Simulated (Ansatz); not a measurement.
The same path of BF₂H₆NSi (11 atoms, charge 0, multiplicity 1) was run 3 times with different band settings. Lost on the way: B1–H2, N5–H11. Made: H2–H11.

Computed with RKS PBE0-D4/def2-SVP in Ansatz 0.2.0.

Relaxed end points:

```xyz
11
Properties=species:S:1:pos:R:3
B 0.114 -0.281 0.062
H -0.051 0.813 0.585
F 1.443 -0.593 -0.215
F -0.721 -0.558 -0.993
N -0.288 -1.426 1.219
H -0.823 -2.140 0.715
Si 1.217 -2.114 1.985
H 1.881 -2.996 0.999
H 2.037 -0.982 2.473
H 0.741 -2.927 3.145
H -0.925 -1.011 1.901
```

```xyz
11
Properties=species:S:1:pos:R:3
B 0.225 -0.777 -0.259
H -0.866 0.804 2.008
F 0.856 0.302 0.199
F -0.542 -0.629 -1.332
N 0.376 -2.016 0.384
H -0.151 -2.789 -0.010
Si 1.342 -2.333 1.820
H 1.514 -3.813 1.902
H 2.668 -1.665 1.697
H 0.669 -1.853 3.064
H -1.465 0.554 2.405
```

Common settings: movable images 7; climbing image yes; optimiser quadratic models (default); force threshold 0.05 eV/Å; end points relaxed.

| run | spring | start path | iteration limit |
| --- | --- | --- | --- |
| 1 | 5.0 eV/Å² | through a guess of the saddle point | 57 |
| 2 | 5.0 eV/Å² | straight line | 60 |
| 3 | 50.0 eV/Å² | through a guess of the saddle point | 60 |

(1) What does each run give, and how far can it be trusted?

## Answers

(1) Run 1: converged after 24 iterations, highest image 1.448 eV above the first end. The profile has 2 maxima (images 2, 5) with wells between them (image 4): this band takes more than one step, which may be the mechanism or a detour left from its start path. Neighbouring images differ by up to 1.6 eV, so the band resolves the path poorly. A vibrational analysis at the climbing image gives one clearly imaginary mode, 1410i cm⁻¹: a first-order saddle point.
Run 2: converged after 22 iterations, highest image 1.447 eV above the first end. Neighbouring images differ by up to 1.4 eV, so the band resolves the path poorly. Another band between the same ends (7 images) ends at a top of the same energy, where a vibrational analysis finds 1 clearly imaginary mode.
Run 3: converged after 21 iterations, highest image 1.447 eV above the first end. The profile has 2 maxima (images 2, 5) with wells between them (image 4): this band takes more than one step, which may be the mechanism or a detour left from its start path. Neighbouring images differ by up to 1.6 eV, so the band resolves the path poorly. Another band between the same ends (7 images) ends at a top of the same energy, where a vibrational analysis finds 1 clearly imaginary mode.
The orbitals stay closed-shell, which can raise the energy where a bond breaks towards radicals; this wasn't checked here.
